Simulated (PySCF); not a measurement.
# Excitation energy of I⁺ by level of theory

I⁺ [Kr] 4d10 5s2 5p4 (3P) → I⁺ [Kr] 4d10 5s1 5p5 (3P), as a difference of total energies. Computed with PySCF 2.14 in aug-cc-pVTZ-PP with ECP28MDF, with a scalar-relativistic core potential. Correlated levels: valence: 4s2 4p6 4d10 frozen. The calculations carry no spin-orbit coupling.

```csv
method,excitation energy (eV),error (eV)
UHF,12.022,+2.036
MP2 (valence),11.087,+1.101
SCS-MP2 (valence),10.961,+0.975
CCSD (valence),10.157,+0.171
CCSD(T) (valence),9.746,-0.240
```

Reference: 9.986 eV (measured; NIST levels, between the centres of gravity of the two terms).

Errors of the correlated levels include the incompleteness of this basis and the frozen core.

The coupled-cluster amplitudes are large for the upper state (T1 above 0.03 or a double amplitude above 0.15), so a single reference is strained.
